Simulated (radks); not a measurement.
Question: These are the eigenvalues of the occupied orbitals of an atom or ion with whole-number occupations (hartree). Calculated with a radial shooting solver on a logarithmic mesh with Libxc functionals: scalar-relativistic Kohn-Sham, PBE, spin-polarised, spherical densities, finite nucleus; Fermi nuclear charge, rms radius of each element as measured or else 0.836 A^(1/3) + 0.57 fm.

orbital  eigenvalue
1s        -2243.536
2s        -431.5592
2p        -388.7688
3s        -143.4940
3p        -130.4818
3d        -114.9047
4s        -68.93982

Which element is it, and in what charge state? The configuration may be excited. Open shells, if any, are filled with parallel spins first.

Answer: Z = 69, thulium, charge +39: Tm39+ in [Ar] 3d10 4s2. The list shows which subshells hold electrons but not how many an open one holds; the 1s level, -2243.5 hartree, gives Z - s = 67.0 by -(Z - s)^2/2, which with screening and relativity narrows Z to a few neighbours, and the depths of the outer levels then fix element, charge and occupations together.
